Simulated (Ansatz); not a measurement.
`O[SiH](F)F` + H₂ → `O[SiH2]F` + H–F at 600 K and 1 bar (hydrogenolysis of the Si–F bond).

Gas-phase electronic energies from Ansatz, PBE0-D4/def2-TZVP geometries. CCSD(T)/CBS is the MP2 limit (def2-TZVPP, def2-QZVPP) plus CCSD(T) − MP2 in def2-TZVPP, frozen cores. This one scheme is used for every species. Each species was taken in one conformer, which may not be the lowest.

```csv
species,CCSD(T)/CBS energy (Eh),H − E (kJ/mol),S (J/(mol·K))
`O[SiH](F)F`,-565.23707,118.9,358.9
H₂,-1.17544,43.9,150.8
`O[SiH2]F`,-465.96250,127.7,331.4
H–F,-100.39570,42.3,194.0
```

H − E and S are ideal-gas, rigid-rotor, harmonic terms from PBE0-D4/def2-TZVP, for one conformer and one mirror image of each species. The MP2-based limit puts H₂ 0.8 mEh under its directly extrapolated value; such offsets cancel only in part. 1 Eh = 2625.50 kJ/mol, R = 8.31446 J/(mol·K).

Problem. By hand: ΔE, ΔH, ΔS and ΔG.

Solution. ΔE = (-465.96250) + (-100.39570) − (-565.23707) − (-1.17544) = 0.05431 Eh = 142.6 kJ/mol. Δ(H − E) = 127.7 + 42.3 − 118.9 − 43.9 = 7.2, so ΔH = 149.8 kJ/mol. ΔS = 331.4 + 194.0 − 358.9 − 150.8 = 15.7 J/(mol·K). ΔG = 149.8 − 600 × (15.7)/1000 = 140.4 kJ/mol.

Problem. By hand: the equilibrium constant, and the temperature at which ΔG would vanish if ΔH and ΔS stayed fixed.

Solution. log₁₀ K = −ΔG/(RT ln 10) = -12.2. ΔG = 0 at ΔH/ΔS = 9541 K, far beyond where these terms or the molecules hold.

ΔH outweighs TΔS. A doubt of 5 kJ/mol in ΔE shifts log₁₀ K by 0.4 here. Other conformers and mirror images would add mixing entropy, several J/(mol·K) or more a flexible species. These are equilibria of isolated gas molecules and say nothing of rates. Largest T1 diagnostic: 0.011 (customary marks: 0.02 for closed shells, 0.045 for open ones).
